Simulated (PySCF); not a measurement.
CCl2F, SMILES F[C](Cl)Cl (connectivity only; charge and spin as stated), charge +1, multiplicity 1.

Geometry optimised at B3LYP-D3(BJ)/def2-SVP. The spin state was assumed, not searched. The isomer is the one that the SMILES or the coordinates give; other isomers of the formula were not compared.

Two levels are set side by side: TDA-PBE/def2-SVPD (PySCF) and TDA-CAM-B3LYP/def2-SVPD (PySCF). Vertical, same geometry. The lowest singlet is HOMO→LUMO 100 % with PBE and HOMO→LUMO 100 % with the other functional; states are paired by order. Differences are taken from unrounded values.

```json
[
 {"quantity": "lowest singlet excitation (eV)", "TDA-CAM-B3LYP": "4.49"},
 {"quantity": "lowest triplet excitation (TDA) (eV)", "TDA-CAM-B3LYP": "4.22"},
 {"quantity": "first bright state (f over 0.05) (eV)", "TDA-CAM-B3LYP": "6.23"},
 {"quantity": "its oscillator strength", "TDA-CAM-B3LYP": "0.26"}
]
```

Q: What does TDA-PBE give, and how far is it from TDA-CAM-B3LYP? (Estimate from the structure and the level; the computed values follow.)

A: 
| quantity | TDA-PBE | TDA-PBE minus TDA-CAM-B3LYP |
|---|---|---|
| lowest singlet excitation (eV) | 3.98 | -0.51 |
| lowest triplet excitation (TDA) (eV) | 3.69 | -0.53 |
| first bright state (f over 0.05) (eV) | 6.05 | -0.18 |
| its oscillator strength | 0.23 | -0.03 |

Functionals without exact exchange tend to place singlet excitations lower, as here. Differences between two approximate levels are no errors against the true value.

Rough cost on one machine, each run with all the roots and properties that it gave: TDA-CAM-B3LYP against TDA-PBE about 2 times.
